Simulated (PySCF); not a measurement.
**Continuum solvent and chemical shifts**

Atoms are numbered as in `[CH3:1][CH2:2][O:3][SiH2:4][F:5]` (H(Xn): hydrogen on atom n).

GIAO PBE0/pcSseg-1 in PySCF on one PBE0-D3(BJ)/def2-SVP conformer, non-relativistic, equivalent nuclei averaged. Solvents enter as an IEF-PCM continuum (water with ε = 78.4) around the gas-phase geometry. Shifts are referred to TMS, CFCl3 computed in the same medium.

Gas phase, δ in ppm: C2 63.0, C1 19.7, Si4 -21.8, F5 -162.2, H(Si4) 4.81, H(C2) 3.89, H(C1) 1.32. Dipole moment 1.73 D.

Question: How does each δ change in the continuum?

Answer: 
| atoms | environment | Δδ, water |
| --- | --- | --- |
| C2 | sp3 CH2 bonded to O | +1.3 |
| C1 | methyl carbon | +0.5 |
| Si4 | silicon bonded to F, O, 2 H | +1.7 |
| F5 | fluorine bonded to Si | -1.9 |
| H(Si4) | hydrogen on a silicon bonded to F, O | +0.04 |
| H(C2) | hydrogen on an sp3 CH2 bonded to O | +0.14 |
| H(C1) | hydrogen on a methyl carbon | +0.01 |

Changes are relative to the gas phase. The dipole moment becomes 2.08 D in water.

Question: Which nuclei move most (in ppm), and what does the model miss?

Answer: F5 (fluorine bonded to Si, -1.9 ppm) in water. A continuum only polarises the solute; specific hydrogen bonds, the anisotropy of aromatic solvents and changes of geometry or conformer are outside it.
